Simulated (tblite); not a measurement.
Species: C6H7BNO2 (charge -1).
Atom-mapped SMILES: `[CH3:1][C:2](=[O:3])[B:4]1[CH:5]=[CH:6][CH:7]=[CH:8][N:9]1[O-:10]` (hydrogens: H11, H12, H13 on C1; H14 on C5; H15 on C6; H16 on C7; H17 on C8)
Bond orders are those of one Lewis drawing.

Computed with GFN2-xTB (tblite), gas phase: L-BFGS steps from a force-field or distance-geometry start until the largest atomic force falls under 0.01 eV/Å.

Step 25: E = -785.5475 eV
```
atom  x, y, z in Å  |  force x, y, z in eV/Å
C1     -2.6466    0.6105    0.5187   -0.012   0.049   0.022
C2     -1.8304   -0.3500   -0.3387   -0.004  -0.018   0.021
O3     -2.4337   -1.2085   -0.9830   -0.021  -0.018   0.016
B4     -0.2583   -0.2310   -0.2672    0.015   0.029  -0.035
C5      0.5990   -1.4545   -0.3608   -0.002   0.012  -0.002
C6      1.9676   -1.3605   -0.2239   -0.029   0.002   0.013
C7      2.5416   -0.1070   -0.0348    0.000   0.023   0.008
C8      1.7610    1.0267    0.0382    0.020   0.000  -0.005
N9      0.4162    1.0231   -0.0385    0.035  -0.033   0.005
O10    -0.1793    2.1791    0.0806    0.015  -0.055  -0.017
H11    -3.3946    0.0637    1.0919   -0.059  -0.018   0.003
H12    -2.0011    1.1828    1.1727    0.050   0.029   0.050
H13    -3.1574    1.3131   -0.1355   -0.051   0.014  -0.066
H14     0.1662   -2.4394   -0.5080    0.036  -0.008  -0.014
H15     2.6112   -2.2360   -0.2601    0.016  -0.008  -0.021
H16     3.6158   -0.0033    0.0622    0.015   0.012  -0.006
H17     2.2160    2.0032    0.1763   -0.022  -0.010   0.028
```

Step 26: E = -785.5483 eV
```
atom  x, y, z in Å  |  force x, y, z in eV/Å
C1     -2.6455    0.6137    0.5186   -0.017   0.028   0.013
C2     -1.8309   -0.3500   -0.3376    0.003  -0.008   0.009
O3     -2.4357   -1.2087   -0.9806   -0.024  -0.012   0.026
B4     -0.2587   -0.2324   -0.2694    0.021   0.004  -0.016
C5      0.5995   -1.4556   -0.3617    0.002  -0.007  -0.008
C6      1.9680   -1.3615   -0.2248    0.005   0.020   0.016
C7      2.5405   -0.1063   -0.0359    0.026  -0.009   0.010
C8      1.7602    1.0271    0.0379    0.026  -0.015   0.007
N9      0.4158    1.0202   -0.0377    0.026  -0.007  -0.013
O10    -0.1804    2.1752    0.0819   -0.007  -0.019  -0.009
H11    -3.3935    0.0655    1.0906   -0.061  -0.007   0.009
H12    -1.9997    1.1854    1.1738    0.033   0.021   0.026
H13    -3.1570    1.3147   -0.1377   -0.034   0.009  -0.046
H14     0.1684   -2.4412   -0.5086    0.027  -0.009  -0.015
H15     2.6145   -2.2369   -0.2598   -0.020   0.030  -0.021
H16     3.6146   -0.0016    0.0615    0.018   0.009  -0.007
H17     2.2129    2.0045    0.1797   -0.024  -0.026   0.018
```

Step 27: E = -785.5488 eV
```
atom  x, y, z in Å  |  force x, y, z in eV/Å
C1     -2.6457    0.6161    0.5191   -0.018   0.006   0.005
C2     -1.8311   -0.3498   -0.3365   -0.001   0.005   0.002
O3     -2.4368   -1.2089   -0.9783   -0.021  -0.004   0.036
B4     -0.2584   -0.2328   -0.2712    0.012  -0.016  -0.003
C5      0.5998   -1.4560   -0.3626    0.011  -0.013  -0.010
C6      1.9683   -1.3618   -0.2251    0.019   0.022   0.012
C7      2.5404   -0.1062   -0.0365    0.045  -0.026   0.011
C8      1.7606    1.0269    0.0375    0.014  -0.015   0.014
N9      0.4164    1.0187   -0.0380    0.017   0.003  -0.023
O10    -0.1805    2.1728    0.0816   -0.015   0.005  -0.003
H11    -3.3942    0.0654    1.0895   -0.046   0.015   0.005
H12    -1.9996    1.1876    1.1758    0.006   0.008  -0.002
H13    -3.1582    1.3154   -0.1397   -0.012  -0.003  -0.018
H14     0.1701   -2.4422   -0.5092    0.020  -0.010  -0.016
H15     2.6160   -2.2370   -0.2599   -0.035   0.044  -0.020
H16     3.6145   -0.0008    0.0613    0.020   0.004  -0.007
H17     2.2115    2.0046    0.1822   -0.016  -0.024   0.013
```

Step 28: E = -785.5492 eV
```
atom  x, y, z in Å  |  force x, y, z in eV/Å
C1     -2.6462    0.6182    0.5196   -0.016  -0.011  -0.003
C2     -1.8311   -0.3494   -0.3355   -0.008   0.015   0.003
O3     -2.4381   -1.2091   -0.9755   -0.014   0.001   0.041
B4     -0.2578   -0.2333   -0.2727   -0.004  -0.026   0.006
C5      0.6004   -1.4566   -0.3636    0.010  -0.011  -0.009
C6      1.9686   -1.3616   -0.2252    0.026   0.020   0.006
C7      2.5412   -0.1063   -0.0367    0.040  -0.022   0.013
C8      1.7612    1.0264    0.0375    0.006  -0.015   0.017
N9      0.4173    1.0175   -0.0388    0.000   0.006  -0.024
O10    -0.1807    2.1709    0.0811   -0.011   0.014  -0.001
H11    -3.3956    0.0653    1.0886   -0.026   0.036  -0.001
H12    -1.9999    1.1897    1.1776   -0.020  -0.005  -0.026
H13    -3.1596    1.3159   -0.1416    0.008  -0.014   0.008
H14     0.1717   -2.4432   -0.5101    0.017  -0.009  -0.016
H15     2.6166   -2.2363   -0.2603   -0.032   0.035  -0.019
H16     3.6150   -0.0002    0.0610    0.026  -0.001  -0.005
H17     2.2101    2.0041    0.1846   -0.003  -0.013   0.011
```

**Question.** Estimate the geometry and energy of step 29. (The exact step hangs on the optimiser's Hessian estimate; all steps are aligned on step 28, rigid shifts and turns removed.)

**Answer.** E = -785.5496 eV, largest force 0.059 eV/Å
```
atom  x, y, z in Å  |  force x, y, z in eV/Å
C1     -2.6467    0.6202    0.5200   -0.011  -0.022  -0.008
C2     -1.8313   -0.3490   -0.3345   -0.016   0.015   0.009
O3     -2.4400   -1.2094   -0.9720   -0.007   0.001   0.038
B4     -0.2572   -0.2345   -0.2740   -0.019  -0.022   0.011
C5      0.6013   -1.4576   -0.3648    0.010  -0.002  -0.006
C6      1.9694   -1.3612   -0.2254    0.016   0.012  -0.005
C7      2.5424   -0.1066   -0.0368    0.028  -0.004   0.014
C8      1.7616    1.0255    0.0379   -0.009  -0.007   0.017
N9      0.4179    1.0162   -0.0398   -0.011   0.001  -0.018
O10    -0.1815    2.1689    0.0811    0.001   0.013  -0.003
H11    -3.3974    0.0666    1.0878   -0.009   0.050  -0.006
H12    -2.0000    1.1918    1.1784   -0.040  -0.013  -0.041
H13    -3.1603    1.3165   -0.1436    0.023  -0.018   0.024
H14     0.1739   -2.4447   -0.5113    0.017  -0.008  -0.015
H15     2.6171   -2.2351   -0.2610   -0.015   0.011  -0.018
H16     3.6159    0.0007    0.0605    0.031  -0.005  -0.002
H17     2.2080    2.0035    0.1874    0.012  -0.002   0.010
```

The energy changes by -0.0004 eV. The first-order estimate −F·Δx gives -0.0005 eV and the mean of the old and new forces, exact on a quadratic surface, -0.0004 eV. The step makes an angle of 62° with the force vector and moves no atom by more than 0.004 Å.

What follows is the cost of the whole relaxation. Time: 1.5 s of wall time. Hardware: one thread, AMD EPYC 7R43 (x86_64), shared host with 256 logical CPUs at a one-minute load of 121.
